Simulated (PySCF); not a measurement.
Members of one series of related molecules.

All values: PBE0/pcSseg-1 (PySCF) at GFN2-xTB geometries, gas phase, one conformer each.

Question: Rank by LUMO energy, lowest first.
A. `C[C@@H]1C[Si@@H](C(N)=O)O1`
B. `C=C[C@@H]1C[Si@H](C(N)=O)O1`
C. `CC(=O)[C@@H]1C[Si@H](C(N)=O)O1`

Answer: C (-1.32 eV), B (-0.92 eV), A (-0.73 eV).

All values together:

```
                         SMILES                      change      formula  μ (D)  HOMO (eV)  LUMO (eV)  lowest IAO charge (e)  highest IAO charge (e)  lowest Hirshfeld charge (e)  highest Hirshfeld charge (e)
              NC(=O)[Si@H]1CCO1                      parent    C3H7NO2Si   3.17      -7.01      -0.81             -0.686 (O)             +1.079 (Si)                   -0.295 (O)                   +0.438 (Si)
    C=C[C@@H]1C[Si@H](C(N)=O)O1    H on C replaced by vinyl    C5H9NO2Si   3.16      -7.01      -0.92             -0.686 (O)             +1.074 (Si)                   -0.295 (O)                   +0.432 (Si)
NC(=O)[Si@@H]1C[C@H](C[SiH3])O1  H on C replaced by CH2SiH3  C4H11NO2Si2   3.07      -7.00      -0.78             -0.691 (O)             +1.077 (Si)                   -0.295 (O)                   +0.432 (Si)
     C[C@@H]1C[Si@@H](C(N)=O)O1      H on C replaced by CH3    C4H9NO2Si   3.34      -6.98      -0.73             -0.692 (O)             +1.072 (Si)                   -0.295 (O)                   +0.430 (Si)
   COC[C@@H]1C[Si@@H](C(N)=O)O1  H on C replaced by CH2OCH3   C5H11NO3Si   3.13      -7.01      -0.77             -0.687 (O)             +1.068 (Si)                   -0.294 (O)                   +0.431 (Si)
 NC(=O)[C@@H]1C[Si@H](C(N)=O)O1    H on C replaced by CONH2   C4H8N2O3Si   6.80      -6.67      -0.91             -0.663 (O)             +1.088 (Si)                   -0.306 (O)                   +0.443 (Si)
 NC(=O)[Si@@H]1C[C@@H](C2CC2)O1      H on C replaced by cPr   C6H11NO2Si   3.21      -6.99      -0.72             -0.689 (O)             +1.071 (Si)                   -0.295 (O)                   +0.432 (Si)
 CC(=O)[C@@H]1C[Si@H](C(N)=O)O1    H on C replaced by COCH3    C5H9NO3Si   5.38      -6.82      -1.32             -0.664 (O)             +1.091 (Si)                   -0.303 (O)                   +0.445 (Si)
    CCC[C@@H]1C[Si@H](C(N)=O)O1      H on C replaced by nPr   C6H13NO2Si   3.53      -6.95      -0.73             -0.690 (O)             +1.077 (Si)                   -0.296 (O)                   +0.432 (Si)
 CC(C)[C@@H]1C[Si@@H](C(N)=O)O1      H on C replaced by iPr   C6H13NO2Si   3.18      -6.97      -0.71             -0.691 (O)             +1.073 (Si)                   -0.296 (O)                   +0.431 (Si)
    NC(=O)[Si@@H]1C[C@@H](CO)O1    H on C replaced by CH2OH    C4H9NO3Si   3.83      -7.01      -0.84             -0.692 (O)             +1.067 (Si)                   -0.294 (O)                   +0.428 (Si)
    C=N[C@@H]1C[Si@H](C(N)=O)O1    H on C replaced by N=CH2   C4H8N2O2Si   2.80      -7.10      -0.97             -0.698 (O)             +1.075 (Si)                   -0.291 (O)                   +0.431 (Si)
```

Conformers: `[NH2:1][C:2](=[O:3])[Si@H:4]1[CH2:5][CH2:6][O:7]1` with H–N1–C2–O3 4° and 172°, N1–C2–Si4–C5 -73°, C2–Si4–C5–C6 115°, Si4–C5–C6–O7 -8°, C5–C6–O7–Si4 9°, C2–Si4–O7–C6 -128°; `[CH2:1]=[CH:2][C@@H:3]1[CH2:4][Si@H:5]([C:6]([NH2:7])=[O:8])[O:9]1` with C1–C2–C3–C4 -117°, C4–Si5–C6–N7 -76°, Si5–C6–N7–H -9° and -175°; `[NH2:1][C:2](=[O:3])[Si@@H:4]1[CH2:5][C@H:6]([CH2:7][SiH3:8])[O:9]1` with H–N1–C2–O3 -5° and -171°, N1–C2–Si4–C5 75°, C5–C6–C7–Si8 71°; `[CH3:1][C@@H:2]1[CH2:3][Si@@H:4]([C:5]([NH2:6])=[O:7])[O:8]1` with C3–Si4–C5–N6 73°, Si4–C5–N6–H 176° and 8°, C1–C2–C3–Si4 -109°, C2–C3–Si4–C5 -115°, C3–Si4–O8–C2 8°, C1–C2–O8–Si4 110°; `[CH3:1][O:2][CH2:3][C@@H:4]1[CH2:5][Si@@H:6]([C:7]([NH2:8])=[O:9])[O:10]1` with C1–O2–C3–C4 179°, O2–C3–C4–C5 -68°, C5–Si6–C7–N8 71°, Si6–C7–N8–H 8° and 177°, C3–C4–C5–Si6 -107°, C4–C5–Si6–C7 -116°, C5–Si6–O10–C4 9°, C3–C4–O10–Si6 109°; `[NH2:1][C:2](=[O:3])[C@@H:4]1[CH2:5][Si@H:6]([C:7]([NH2:8])=[O:9])[O:10]1` with H–N1–C2–O3 2° and 177°, N1–C2–C4–C5 -119°, C5–Si6–C7–N8 -48°, Si6–C7–N8–H -2° and -178°; `[NH2:1][C:2](=[O:3])[Si@@H:4]1[CH2:5][C@@H:6]([CH:7]2[CH2:8][CH2:9]2)[O:10]1` with H–N1–C2–O3 -173° and -4°, N1–C2–Si4–C5 77°, C5–C6–C7–C8 75°; `[CH3:1][C:2](=[O:3])[C@@H:4]1[CH2:5][Si@H:6]([C:7]([NH2:8])=[O:9])[O:10]1` with C1–C2–C4–C5 -100°, C5–Si6–C7–N8 -54°, Si6–C7–N8–H -2° and -178°; `[CH3:1][CH2:2][CH2:3][C@@H:4]1[CH2:5][Si@H:6]([C:7]([NH2:8])=[O:9])[O:10]1` with C1–C2–C3–C4 178°, C2–C3–C4–C5 -74°, C5–Si6–C7–N8 -73°, Si6–C7–N8–H -9° and -175°; `[CH3:1][CH:2]([CH3:3])[C@@H:4]1[CH2:5][Si@@H:6]([C:7]([NH2:8])=[O:9])[O:10]1` with C1–C2–C4–C5 167°, C5–Si6–C7–N8 77°, Si6–C7–N8–H 176° and 6°, C2–C4–C5–Si6 -110°, C4–C5–Si6–C7 -115°, C5–Si6–O10–C4 8°, C2–C4–O10–Si6 111°; `[NH2:1][C:2](=[O:3])[Si@@H:4]1[CH2:5][C@@H:6]([CH2:7][OH:8])[O:9]1` with H–N1–C2–O3 -173° and -4°, N1–C2–Si4–C5 70°, C5–C6–C7–O8 56°, C6–C7–O8–H 61°, C2–Si4–C5–C6 -114°, Si4–C5–C6–C7 -109°, C5–C6–O9–Si4 -9°, C2–Si4–O9–C6 127°; `[CH2:1]=[N:2][C@@H:3]1[CH2:4][Si@H:5]([C:6]([NH2:7])=[O:8])[O:9]1` with C1–N2–C3–C4 115°, C4–Si5–C6–N7 -63°, Si5–C6–N7–H -178° and -6°.

Question: Give the shifts from the parent, `NC(=O)[Si@H]1CCO1`.

Answer: 
| SMILES | change in μ (D) | change in HOMO (eV) | change in LUMO (eV) |
| --- | --- | --- | --- |
| C=C[C@@H]1C[Si@H](C(N)=O)O1 | -0.01 | 0.00 | -0.11 |
| NC(=O)[Si@@H]1C[C@H](C[SiH3])O1 | -0.10 | +0.01 | +0.03 |
| C[C@@H]1C[Si@@H](C(N)=O)O1 | +0.17 | +0.03 | +0.08 |
| COC[C@@H]1C[Si@@H](C(N)=O)O1 | -0.04 | 0.00 | +0.04 |
| NC(=O)[C@@H]1C[Si@H](C(N)=O)O1 | +3.63 | +0.34 | -0.10 |
| NC(=O)[Si@@H]1C[C@@H](C2CC2)O1 | +0.04 | +0.02 | +0.09 |
| CC(=O)[C@@H]1C[Si@H](C(N)=O)O1 | +2.21 | +0.19 | -0.51 |
| CCC[C@@H]1C[Si@H](C(N)=O)O1 | +0.36 | +0.06 | +0.08 |
| CC(C)[C@@H]1C[Si@@H](C(N)=O)O1 | +0.01 | +0.04 | +0.10 |
| NC(=O)[Si@@H]1C[C@@H](CO)O1 | +0.66 | 0.00 | -0.03 |
| C=N[C@@H]1C[Si@H](C(N)=O)O1 | -0.37 | -0.09 | -0.16 |
